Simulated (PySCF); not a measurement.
These 3 structures share the formula C6H14N2. Theory: PBE0-D3(BJ)/def2-SVP geometry optimisation, gas phase in PySCF 2.14.0. Energies are electronic, without zero-point or thermal terms, for one conformer each. No frequencies were run at this level. Point groups hold within 0.08 Å.

Question: Rank from lowest to highest electronic energy at this level (kcal/mol).
A. `[CH2:1]=[CH:2][N:3]([CH3:4])[N:5]([CH3:6])[CH2:7][CH3:8]` with C1–C2–N3–C4 -6°, C2–N3–N5–C6 95°, N3–N5–C7–C8 56°
B. `[CH3:1]/[N:2]=[CH:3]\[CH2:4][CH2:5][CH2:6][NH:7][CH3:8]` with N2–C3–C4–C5 180°, C3–C4–C5–C6 -178°, C4–C5–C6–N7 -178°, C5–C6–N7–C8 179°
C. `[NH2:1][CH2:2][CH2:3][CH2:4][NH:5][CH:6]1[CH2:7][CH2:8]1` with H–N1–C2–C3 179° and -64°, N1–C2–C3–C4 -177°, C2–C3–C4–N5 178°, C3–C4–N5–C6 67°, C4–N5–C6–C7 -157°

Answer: B (0.0), C (3.1), A (15.1).

As drawn, the lowest has a C=N bond and an N–H bond, which the highest lacks; the highest has an N–N linkage and a C=C bond outside aromatic rings, which the lowest lacks.

| SMILES | E (Eh) | E rel (kcal/mol) | dipole (D) | point group | A, B, C (MHz) |
| --- | --- | --- | --- | --- | --- |
| C/N=C\CCCNC | -345.88080 | 0.0 | 2.49 | – | 8578, 592.9, 565.1 |
| NCCCNC1CC1 | -345.87588 | 3.1 | 1.23 | C1 | 4691, 845.4, 753.5 |
| C=CN(C)N(C)CC | -345.85681 | 15.1 | 1.96 | C1 | 2800, 1452, 1254 |
